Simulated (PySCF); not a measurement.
## Shifts of the heteroatoms

Atoms are numbered as in `[SiH3:1][O:2][SiH:3]([O:4][SiH3:5])[O:6][SiH2:7][Cl:8]`; H(Xn) means a hydrogen on atom n.

Single conformer, one averaged value for each set of equivalent atoms, non-relativistic Hamiltonian, in vacuum. σ from GIAO-PBE0/pcSseg-1; coordinates at the GFN2-xTB level; PySCF 2.14.0 with density-fitted response routines.

(1) Predict the 29Si NMR data.

(2) Where does 17O resonate?

## Answers

(1) 
```csv
atoms,environment,σ (ppm),δ (ppm)
Si7,"silicon bonded to Cl, O, 2 H",379.4,-31.8
Si1/Si5,"silicon bonded to O, 3 H",392.3,-42.5
Si3,"silicon bonded to 3 O, H",428.2,-72.0
```

Shieldings were converted by a linear fit to measured shifts: 29Si (scatter 8.9 ppm rms, 25.8 ppm with the 6 outliers that the fit left out vs TMS, solution or neat liquid). Occasional misses reach two or three times the rms, and more in compound classes unlike the fitted ones.

On a 600 MHz spectrometer 29Si resonates near 119.2 MHz, so 1 ppm is 119.2 Hz.

(2) 
```
atoms            environment  σ (ppm)  δ (ppm)
   O6  oxygen bonded to 2 Si    233.8     53.7
O2/O4  oxygen bonded to 2 Si    282.9      9.0
```

Shieldings were converted by a linear fit to measured shifts: 17O: δ = 266.70 − 0.911σ (rms 10.7 ppm, 155 shifts, 12.2 ppm with the 3 outliers that the fit left out vs liquid water, solution or neat liquid). Occasional misses reach two or three times the rms, and more in compound classes unlike the fitted ones.

On a 600 MHz spectrometer 17O resonates near 81.3 MHz, so 1 ppm is 81.3 Hz.
